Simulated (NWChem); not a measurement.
# C$_{2}$F$_{5}$ cation

```xyz
7

F     -0.1409    -1.5188    -1.0521
C     -0.1040    -0.8827     0.0000
F     -0.1409    -1.5188     1.0521
C      0.0402     0.6907     0.0000
F      1.3329     0.8945     0.0000
F     -0.5252     1.1352     1.0804
F     -0.5252     1.1352    -1.0804
```
Atoms are numbered in this order, from 1.

Results from NWChem. Pople sets run with spherical d functions. Geometry: optimised at PBE0/def2-SVP. Atomic charges in e: unrestrained fits to the electrostatic potential beside Mulliken populations; buried atoms are poorly determined by the fit.

For level Hartree-Fock/6-31G*:

* **Mulliken F1**: -0.15
* **ESP C2**: 0.76
* **Mulliken C2**: 0.98
* **Mulliken F3**: -0.15
* **Mulliken C4**: 1.30
* **Mulliken F5**: -0.33

Q: Estimate the same quantities for level B3LYP/def2-SVP.

A: The Mulliken F1 comes out as 0.12 and the ESP C2 is 0.64. The Mulliken C2 comes out as 0.44. The Mulliken F3 is 0.12. The Mulliken C4 is 0.52 and the Mulliken F5 is -0.07.
